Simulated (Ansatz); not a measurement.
Input file for Ansatz (a first-principles code): R-CCSD(T)/cc-pVDZ on BF2GeH3 (SMILES F[B](F)[GeH3]), a point of a torsion scan. The run froze 17 orbitals, filled d shells among them.

Ansatz 0.2 input:
```yaml
crystal:
  periodic: [false, false, false]
  atoms:
    - {symbol: F, position_ang: [1.84532917, -1.22863421, 0.04337359]}
    - {symbol: B, position_ang: [1.19974864, -0.08539706, 0.00249530]}
    - {symbol: F, position_ang: [1.99014936, 0.96386859, -0.00900579]}
    - {symbol: Ge, position_ang: [-0.81275065, 0.05203501, -0.02393947]}
    - {symbol: H, position_ang: [-1.39308411, 0.36892886, 1.31158271]}
    - {symbol: H, position_ang: [-1.32793635, 1.13054801, -0.91144259]}
    - {symbol: H, position_ang: [-1.50112748, -1.19600555, -0.45165459]}
basis:
  gaussian:
    orbitals: cc-pVDZ
magnetization: {spin_polarized: false}
correlation: {method: ccsd_t, electrons: outside_noble_gas}
scf: {lower_state_search: off}
```

It printed:

```
WARN ansatz: RAYON_NUM_THREADS=1 ignored (pool sized by the plan → 1); use --threads N
Functional definition: HF
these checks for a lower state are left out or cut short: stability, starts, cluster_reference, orbital_swaps, neighbouring_geometries, increment
integrals: 0.08 GiB planned
842 factors; integrals over basis functions are off by at most 8.7e-4 eV
mean field: 0.25 GiB planned
mean field evaluation 1: about -62604.3711 eV, gradient 3.1e1 eV
mean field evaluation 2: about -62604.4296 eV, gradient 3.1e1 eV
mean field evaluation 4: about -62606.5765 eV, gradient 2.3e0 eV
mean field evaluation 8: about -62606.6067 eV, gradient 9.4e-2 eV
mean field -62606.60676799 eV, -2300.7503624413 hartree, gradient 8.9e-6 eV, S^2 0.000000; 0 other end points of the search recorded, 0 dependent functions left out
17 core orbitals not correlated, not the lowest: weight in the atoms' cores, before any rotation towards them, 0.987 or more for the frozen orbitals, at most 0.013 for the correlated occupied ones
reference -62606.60676799 eV, -2300.7503624413 hartree; 12, 12 occupied and 55, 55 virtual orbitals, 842 factors
second order -14.97285767 eV of doubles, -0.00000000 eV of singles
coupled cluster: 0.19 GiB planned
cycle   1  -15.34041818 eV  change   -3.7e-1 eV  update   9.8e-2
cycle   2  -15.74081282 eV  change   -4.0e-1 eV  update   2.9e-2
cycle   3  -15.84478091 eV  change   -1.0e-1 eV  update   1.6e-2
cycle   4  -15.83631131 eV  change    8.5e-3 eV  update   3.6e-3
cycle   5  -15.83448928 eV  change    1.8e-3 eV  update   1.3e-3
cycle   6  -15.83480163 eV  change   -3.1e-4 eV  update   3.4e-4
cycle   7  -15.83464472 eV  change    1.6e-4 eV  update   9.1e-5
cycle   8  -15.83458534 eV  change    5.9e-5 eV  update   3.0e-5
cycle   9  -15.83460246 eV  change   -1.7e-5 eV  update   9.3e-6
perturbative correction -0.31837177 eV, -0.0116999468 hartree
Total energy: -62622.75974222 eV, -2301.3439732953 hartree
Checks for a lower state left out: stability, starts, cluster_reference, orbital_swaps, neighbouring_geometries, increment
```

The run converged.

Cost: around 4 core-seconds (rough).
